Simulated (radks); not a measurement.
Ionisation of neutral dysprosium, [Xe] 4f10 6s2, to [Xe] 4f10 6s1 as the strength of local exchange is varied. Calculated with a radial shooting solver on a logarithmic mesh with Libxc functionals: scalar-relativistic Kohn-Sham, Slater X-alpha exchange (alpha = 2/3 is LDA exchange), no correlation, spin-polarised, spherical densities, finite nucleus; open shells are filled with parallel spins first (spin-orbit coupling, left out, can overturn this in heavy ions); Fermi nuclear charge, rms radius 5.2218 fm.

| alpha | E(Dy) (hartree) | exchange (hartree) | IE (eV) | -e of the level emptied (eV) | <r> of it (bohr) |
|---|---|---|---|---|---|
| 0.66 | -12139.2761 | -245.9500 | 5.105 | 2.997 (6s) | 4.229 |
| 0.667 | -12141.8953 | -248.6180 | 5.132 | 3.025 (6s) | 4.221 |
| 0.829 | -12202.6852 | -310.6969 | 5.798 | 3.733 (6s) | 4.039 |
| 0.862 | -12215.1090 | -323.4211 | 5.942 | 3.888 (6s) | 4.003 |
| x | -12153.8768 | -260.8297 | 5.258 | 3.156 (6s) | 4.185 |

Which alpha was used in the last row?

Answer. alpha = 0.699. NIST Atomic Spectra Database: 5.939 eV (measured). The Delta-SCF value meets it near alpha = 0.86. Open shells are spherical and high-spin; term and fine-structure splittings are not resolved. Spin-orbit splitting is averaged out at the scalar-relativistic level.
